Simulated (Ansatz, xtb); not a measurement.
**H5InN2: where a starting geometry ends**

The starting geometry of this gas-phase singlet has its atoms placed at random.

```json
{"atom": "In", "x (Å)": "0.4500", "y (Å)": "0.3578", "z (Å)": "1.6795"}
{"atom": "N", "x (Å)": "0.8668", "y (Å)": "-1.4839", "z (Å)": "0.2919"}
{"atom": "N", "x (Å)": "0.2050", "y (Å)": "-1.7391", "z (Å)": "-1.5999"}
{"atom": "H", "x (Å)": "-0.4376", "y (Å)": "0.0085", "z (Å)": "0.3265"}
{"atom": "H", "x (Å)": "-1.4587", "y (Å)": "1.6065", "z (Å)": "0.7014"}
{"atom": "H", "x (Å)": "-0.6663", "y (Å)": "-0.5794", "z (Å)": "2.2370"}
{"atom": "H", "x (Å)": "-1.6301", "y (Å)": "0.6173", "z (Å)": "0.4259"}
{"atom": "H", "x (Å)": "0.1095", "y (Å)": "-0.9982", "z (Å)": "-0.0465"}
```

Task: Guess where an optimisation with r2SCAN-D4/def2-SVP ends from this start.

Result: It loosens into HIn + N2 + H2 + H2, which stay close as a complex. Distances that change by over a tenth: In1–H6 (1.56 → 1.86 Å), In1–H8 (2.22 → 2.67 Å). Contacts that open: In1–N2 (2.34 → 3.03 Å), In1–H4 (1.66 → 2.73 Å), N2–H8 (0.96 → 3.09 Å). Contacts that close: N2–N3 (2.02 → 1.10 Å), H4–H8 (1.20 → 0.77 Å), H5–H7 (1.04 → 0.76 Å).

The energy falls by 14.44 eV over 35 steps:

```json
{"step": "1", "E − E(last) (eV)": "14.436"}
{"step": "5", "E − E(last) (eV)": "2.606"}
{"step": "9", "E − E(last) (eV)": "0.305"}
{"step": "12", "E − E(last) (eV)": "0.102"}
{"step": "16", "E − E(last) (eV)": "0.017"}
{"step": "20", "E − E(last) (eV)": "0.004"}
{"step": "24", "E − E(last) (eV)": "0.002"}
{"step": "27", "E − E(last) (eV)": "0.001"}
{"step": "31", "E − E(last) (eV)": "0.000"}
{"step": "35", "E − E(last) (eV)": "0.000"}
```

Final geometry (Å):

```yaml
atoms:
  - { symbol: In, position_ang: [0.6431, 0.3895, 1.3957] }
  - { symbol: N, position_ang: [1.3448, -2.0971, -0.1807] }
  - { symbol: N, position_ang: [1.6566, -3.0902, -0.5464] }
  - { symbol: H, position_ang: [-0.6826, 0.3226, -0.9861] }
  - { symbol: H, position_ang: [-1.7737, 2.0245, 1.5047] }
  - { symbol: H, position_ang: [-0.6774, -0.8709, 1.7563] }
  - { symbol: H, position_ang: [-2.0117, 1.3135, 1.6475] }
  - { symbol: H, position_ang: [-1.0605, -0.2026, -0.5752] }
```

From the same start GFN2-xTB ends elsewhere, in pieces: HInN2 + H2 + H2.

From so rough a start the end depends on the optimiser's path, so another program may land elsewhere. No frequencies were run, so the end isn't proven a minimum. Atoms past krypton carry core potentials, without spin–orbit terms. Run with Ansatz 0.2.0, 2.7 min on 1 thread of Intel(R) Xeon(R) Processor @ 2.50GHz (Skylake/Cascade Lake), with other jobs on the host.
